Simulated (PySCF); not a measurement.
PySCF job for Ge(H)(Br)(NH2)2 (BrGeH5N2), SMILES [NH2][GeH]([NH2])[Br], TPSSh-D3(BJ)/def2-SVP. The structure is a stationary point at TPSSh-D3(BJ)/def2-SVP. The structure was generated by enumeration, and PubChem lists no compound with its InChIKey, so it may never have been made. The values are those of a single conformer.

```python
import numpy as np
from pyscf import gto, scf, dft, df
from pyscf.hessian import thermo

mol = gto.M(
    atom='''
    Ge    0.21399634   -0.49960967    0.64243607
    N    -1.08346474   -1.74882462    0.89921167
    N     1.55075832   -1.37382017   -0.24749558
    Br   -0.33164529    1.26107543   -0.80545880
    H     0.49521202    0.16285115    2.00300986
    H    -1.37317206   -2.22862813    0.04624206
    H    -1.91008045   -1.42911042    1.40402564
    H     2.21400780   -0.74983889   -0.70712847
    H     2.06267987   -2.04689109    0.32494168
    ''',
    basis='def2-SVP',
    charge=0,
    spin=0,
    max_memory=1600,
    verbose=3,
)
mf = dft.RKS(mol, xc='tpssh').density_fit(auxbasis='def2-universal-jkfit')
mf.disp = 'd3bj'
mf.grids.level = 4
mf.conv_tol = 1e-11
mf.max_cycle = 100
mf.kernel()

# [left out here: the lines that compute and print the analytic Hessian (its translational invariance restored by hand, since the grid's response is missing), thermochemistry and intensities]
```

Program output:

```
converged SCF energy = -4762.98625640195

WARN: MGGA Hessian is sensitive to dft grids. grids.level 4 may not be dense enough.


WARN: DFTD3 does not support analytical Hessian, using finite difference


WARN: Mole.unit (angstrom) is changed to Bohr

Mode                                 0                   1                   2
Irrep
Freq [cm^-1]                      144.8609            156.7720            192.0064
Reduced mass [au]                   3.2100              1.6644              2.1463
Force const [Dyne/A]                0.0397              0.0241              0.0466
Char temp [K]                     208.4226            225.5600            276.2544
Normal mode                   x     y     z       x     y     z       x     y     z
       0  Ge                -0.04 -0.01  0.02    0.01 -0.01  0.01   -0.00 -0.02 -0.03
       1   N                 0.05 -0.09  0.08   -0.09  0.09 -0.05    0.02 -0.02  0.07
       2   N                -0.04  0.09 -0.08    0.03  0.05 -0.03    0.03 -0.10  0.09
       3  Br                 0.04  0.00 -0.01   -0.00 -0.03  0.01   -0.01  0.04 -0.00
       4   H                -0.04 -0.00  0.01    0.05 -0.06  0.03    0.00  0.04 -0.06
       5   H                 0.05 -0.14  0.11   -0.06  0.10 -0.06    0.18 -0.25  0.15
       6   H                 0.05 -0.17  0.14   -0.11  0.18 -0.13   -0.07  0.03 -0.11
       7   H                -0.20  0.16 -0.22   -0.26  0.13 -0.35   -0.15 -0.11 -0.21
       8   H                 0.14  0.20 -0.12    0.38  0.38  0.05    0.26  0.25  0.30
Mode                                 3                   4                   5
Irrep
Freq [cm^-1]                      210.2939            287.2235            325.3361
Reduced mass [au]                   2.1540             13.9522              1.3403
Force const [Dyne/A]                0.0561              0.6782              0.0836
Char temp [K]                     302.5662            413.2507            468.0863
Normal mode                   x     y     z       x     y     z       x     y     z
       0  Ge                -0.01 -0.03 -0.04    0.02 -0.05  0.06    0.00 -0.03  0.00
       1   N                -0.05  0.03  0.08   -0.02 -0.02 -0.02   -0.05  0.03  0.07
       2   N                 0.10  0.07  0.04    0.01 -0.01 -0.00    0.03  0.06 -0.04
       3  Br                 0.00  0.01  0.01   -0.02  0.05 -0.05   -0.00  0.01 -0.00
       4   H                -0.05 -0.03 -0.03    0.01 -0.07  0.06    0.03  0.05 -0.04
       5   H                -0.38  0.16  0.12   -0.11  0.12 -0.07    0.31 -0.31  0.14
       6   H                 0.15  0.09  0.37    0.04 -0.05  0.09   -0.27  0.28 -0.45
       7   H                 0.15  0.13  0.19   -0.02  0.01 -0.01    0.15  0.15  0.25
       8   H                 0.02  0.01  0.03    0.02 -0.04 -0.06   -0.11 -0.15 -0.17
Mode                                 6                   7                   8
Irrep
Freq [cm^-1]                      529.7569            556.9572            692.7866
Reduced mass [au]                   1.3558              1.4632              1.2181
Force const [Dyne/A]                0.2242              0.2674              0.3445
Char temp [K]                     762.2022            801.3374            996.7656
Normal mode                   x     y     z       x     y     z       x     y     z
       0  Ge                 0.01 -0.01 -0.01   -0.00 -0.01  0.01   -0.00  0.01  0.01
       1   N                -0.01  0.01 -0.00    0.00  0.13 -0.07    0.01 -0.01 -0.01
       2   N                -0.01  0.08  0.11    0.00 -0.01 -0.01    0.05 -0.07 -0.07
       3  Br                -0.00  0.00  0.00   -0.00 -0.00  0.00   -0.00  0.00  0.00
       4   H                -0.19  0.06 -0.00   -0.11 -0.02  0.03   -0.76  0.38 -0.02
       5   H                 0.00 -0.09  0.05    0.14 -0.51  0.27   -0.11 -0.01  0.04
       6   H                 0.00  0.02 -0.00    0.07 -0.40  0.34    0.07  0.19 -0.02
       7   H                -0.13 -0.28 -0.51    0.02  0.05  0.08    0.02  0.02 -0.01
       8   H                -0.08 -0.38 -0.41   -0.01  0.01  0.01    0.14 -0.02 -0.08
Mode                                 9                  10                  11
Irrep
Freq [cm^-1]                      693.7786            716.7875            740.4197
Reduced mass [au]                   1.9776              1.7526              1.8681
Force const [Dyne/A]                0.5608              0.5305              0.6034
Char temp [K]                     998.1929           1031.2976           1065.2991
Normal mode                   x     y     z       x     y     z       x     y     z
       0  Ge                 0.01  0.04  0.01   -0.04  0.00  0.02    0.04  0.01 -0.01
       1   N                -0.10 -0.08  0.02    0.01  0.03 -0.00   -0.13 -0.08  0.00
       2   N                 0.09 -0.04 -0.04    0.13 -0.05 -0.04   -0.04  0.02  0.02
       3  Br                -0.00 -0.00 -0.00    0.00  0.00  0.00    0.00 -0.00  0.00
       4   H                -0.02 -0.47  0.26    0.40  0.32 -0.24    0.07  0.49 -0.25
       5   H                -0.12 -0.25  0.12    0.12  0.13 -0.10   -0.06 -0.11 -0.01
       6   H                -0.10 -0.09  0.04   -0.04 -0.18  0.04   -0.17 -0.34  0.10
       7   H                 0.13 -0.15 -0.13    0.09 -0.09 -0.15   -0.09  0.13  0.10
       8   H                 0.04 -0.09 -0.06    0.15 -0.19 -0.23    0.01  0.05  0.01
Mode                                12                  13                  14
Irrep
Freq [cm^-1]                      895.2990            917.7359           1546.1406
Reduced mass [au]                   1.1452              1.1667              1.1017
Force const [Dyne/A]                0.5408              0.5789              1.5517
Char temp [K]                    1288.1359           1320.4176           2224.5520
Normal mode                   x     y     z       x     y     z       x     y     z
       0  Ge                -0.00 -0.01  0.01   -0.00  0.01  0.01   -0.00  0.00  0.00
       1   N                -0.01 -0.02 -0.04    0.02 -0.04 -0.07    0.02  0.01 -0.00
       2   N                 0.01  0.06 -0.05   -0.01 -0.03  0.03    0.07 -0.02 -0.01
       3  Br                 0.00 -0.00  0.00   -0.00  0.00 -0.00   -0.00 -0.00  0.00
       4   H                 0.12  0.24 -0.14    0.31  0.07 -0.09   -0.00  0.00 -0.00
       5   H                -0.15 -0.20  0.12   -0.34 -0.36  0.24   -0.15 -0.00  0.06
       6   H                 0.11  0.22  0.01    0.25  0.44  0.01   -0.08 -0.07 -0.11
       7   H                 0.31 -0.42 -0.26   -0.17  0.21  0.13   -0.48  0.40 -0.20
       8   H                -0.32  0.18  0.40    0.18 -0.09 -0.22   -0.55 -0.20  0.29
Mode                                15                  16                  17
Irrep
Freq [cm^-1]                     1553.5448           2144.9332           3502.2597
Reduced mass [au]                   1.1012              1.0208              1.0499
Force const [Dyne/A]                1.5660              2.7670              7.5876
Char temp [K]                    2235.2050           3086.0813           5038.9720
Normal mode                   x     y     z       x     y     z       x     y     z
       0  Ge                -0.00 -0.00  0.00    0.00  0.01  0.01   -0.00  0.00  0.00
       1   N                 0.07  0.03  0.01   -0.00 -0.00  0.00    0.00  0.00  0.00
       2   N                -0.02  0.01  0.00    0.00  0.00  0.00    0.05 -0.01  0.01
       3  Br                 0.00 -0.00  0.00    0.00 -0.00  0.00   -0.00  0.00 -0.00
       4   H                 0.00  0.01 -0.02   -0.19 -0.44 -0.87   -0.00  0.00  0.00
       5   H                -0.61  0.02  0.22    0.01  0.01 -0.00   -0.00 -0.00 -0.01
       6   H                -0.36 -0.36 -0.41    0.00  0.01  0.01   -0.01  0.00  0.00
       7   H                 0.12 -0.11  0.04   -0.00  0.00  0.00   -0.39 -0.39  0.30
       8   H                 0.13  0.05 -0.06   -0.00  0.00  0.00   -0.35  0.51 -0.41
Mode                                18                  19                  20
Irrep
Freq [cm^-1]                     3509.3168           3604.3433           3609.0453
Reduced mass [au]                   1.0499              1.0945              1.0949
Force const [Dyne/A]                7.6180              8.3779              8.4029
Char temp [K]                    5049.1255           5185.8476           5192.6127
Normal mode                   x     y     z       x     y     z       x     y     z
       0  Ge                 0.00  0.00 -0.00    0.00  0.00 -0.00    0.00 -0.00 -0.00
       1   N                -0.05 -0.01 -0.02   -0.00  0.00  0.01    0.03 -0.04 -0.06
       2   N                 0.00 -0.00 -0.00    0.01  0.06 -0.05    0.00  0.01 -0.00
       3  Br                 0.00  0.00 -0.00    0.00 -0.00  0.00    0.00 -0.00  0.00
       4   H                 0.00 -0.00  0.00   -0.00  0.00  0.00    0.00  0.00  0.00
       5   H                 0.18  0.35  0.59   -0.02 -0.03 -0.05    0.19  0.31  0.54
       6   H                 0.53 -0.21 -0.35    0.05 -0.02 -0.03   -0.56  0.21  0.34
       7   H                -0.01 -0.01  0.00   -0.48 -0.44  0.33   -0.04 -0.04  0.03
       8   H                -0.00  0.01 -0.00    0.31 -0.40  0.34    0.03 -0.03  0.03
temperature 298.1500 [K]
pressure 101325.00 [Pa]
Rotational constants [GHz] 5.37213 1.53543 1.32046
Symmetry number 1
Zero-point energy (ZPE) 0.06044 [Eh]   158682.234 [J/mol]
                           tot       elec      trans        rot        vib
Entropy [J/mol/K]       352.621      0.000    173.892    116.235     62.494
Cv [J/mol/K]             98.001      0.000     12.472     12.472     73.058
Cp [J/mol/K]            106.315      0.000     20.786     12.472     73.058
Internal energy [J/mol]                      3718.434   3718.434 169615.312
Internal energy [Eh]   -4762.91882  -4762.98626
Enthalpy [J/mol]                             6197.391   3718.434 169615.312
Enthalpy [Eh]          -4762.91788
Gibbs free energy [J/mol]                  -45648.526 -30936.928 150982.623
Gibbs free energy [Eh] -4762.95792
mode   freq/cm-1   IR/(km/mol)
   1      144.86         2.413
   2      156.77        15.619
   3      192.01         8.186
   4      210.29         5.655
   5      287.22        34.488
   6      325.34        28.026
   7      529.76       190.197
   8      556.96       235.466
   9      692.79        27.253
  10      693.78        55.503
  11      716.79        79.120
  12      740.42        43.373
  13      895.30        55.570
  14      917.74        29.348
  15     1546.14        37.738
  16     1553.54        13.427
  17     2144.93       146.477
  18     3502.26        15.554
  19     3509.32        18.844
  20     3604.34        17.107
  21     3609.05        22.405
max |gradient| / (hartree/bohr): 2.824806462954689e-05
APT charges: [ 1.6957 -0.7495 -0.7175 -0.5634 -0.3144  0.1725  0.1657  0.1595  0.1516]
```

The calculation finished and met its thresholds.

Cost: roughly 11 core-minutes.
